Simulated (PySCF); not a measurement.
C2H8OSi2, SMILES C=C[SiH2]O[SiH3], singlet, GFN2-xTB optimised geometry. Atoms within 1.6 Å of the plane z = 0.8 Å (x, y, z in Å): C1 (1.83, -1.88, 0.00), C2 (1.07, -0.79, 0.00), Si3 (-0.81, -0.79, 0.00), O4 (-1.33, 0.75, 0.00), Si5 (-1.47, 2.36, -0.01), H6 (1.39, -2.86, 0.00), H7 (2.90, -1.84, 0.00), H8 (1.57, 0.18, 0.00), H10 (-1.36, -1.39, 1.22), H11 (-0.81, 2.86, 1.20), H12 (-2.90, 2.62, -0.01).

Calculation: B3LYP/def2-TZVP (PySCF).

Map of the deformation density (molecule minus spherical neutral atoms) (e/bohr³) on the plane z = 0.8 Å:

```
|.........................|
|.........................|
|.........................|
|.........................|
|.........--:.............|
|.....::.:#%-.............|
|.....::..*#-.............|
|.......  .:..............|
|.......  ................|
|........::...............|
|........:::..............|
|........:::..............|
|..........  .............|
|..........  .............|
|........-+-..:...........|
|.......:+@*....::........|
|.......:-+-....:.........|
|........::......  .......|
|.........................|
|.........................|
|.........................|
|.........................|
|.........................|
|.........................|
|.........................|
```
Scale: ten equal steps from -0.018 (start of ' ') to 0.071 (end of '@'), in the order ' .:-=+*#%@'; x runs from -5.00 to 5.00, y from -5.00 (bottom) to 5.00 (top).
